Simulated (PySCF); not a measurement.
**Peak assignment**

Mapped SMILES: `[CH3:1][C:2](=[O:3])[c:4]1[p:5][cH:6][cH:7][cH:8][c:9]1[Cl:10]` (H(Xn): hydrogen on atom n).

Computed data (PySCF 2.14): GIAO CAM-B3LYP/pcSseg-1 shieldings, geometry: PBE0-D3(BJ)/def2-SVP. Gas phase, relativity neglected, a single conformation, equivalent nuclei averaged.

Shifts are taken against calculated references (same method and geometry level): TMS for 13C (σ = 182.45 ppm) and 1H (σ = 31.33 ppm).

**Question.** Assign these signals to the numbered atoms. 13C{1H} NMR (computed): δ 209.2 (C), 185.2 (C), 169.8 (CH), 151.5 (C), 145.3 (CH), 140.5 (CH), 32.3 (CH3).

**Answer.** 
209.2 → C2, ketone carbonyl carbon: low-lying n→π* states of the double bond to the heteroatom give a large paramagnetic term (-271 ppm)
185.2 → C4, substituted aromatic carbon
169.8 → C6, aromatic CH
151.5 → C9, aromatic carbon bearing chlorine
145.3 → C7, aromatic CH
140.5 → C8, aromatic CH
32.3 → C1, methyl carbon α to a carbonyl: α to the electron-withdrawing carbonyl group

**Question.** Assign these signals to the numbered atoms. 1H NMR (300 MHz, computed): δ 8.80 (m, 1H), 7.84 (m, 1H), 7.53 (m, 1H), 2.59 (s, 3H).

**Answer.** 
```tsv
δ (ppm)	atoms	environment	reason
8.80	H(C6)	hydrogen on an aromatic CH	ring-current deshielding
7.84	H(C7)	hydrogen on an aromatic CH	–
7.53	H(C8)	hydrogen on an aromatic CH	–
2.59	H(C1)	hydrogen on a methyl carbon α to a carbonyl	α to C=O
```

Carbons that carry Cl, above all several Cl atoms, come out too deshielded, partly because spin–orbit coupling is missing. Splittings by 31P in the carbon and heteronuclear signals aren't shown, as no couplings were computed. Shifts are as computed, not scaled to solution data. Of 1313 compounds with measured shifts, 239 miss one by over three times the rms of a fit or turn the order of signals round; such compounds aren't used in these exercises. Multiplicities follow the n + 1 count of equivalent neighbours, as no J values were calculated; m marks all less simple cases, F and P coupling included.
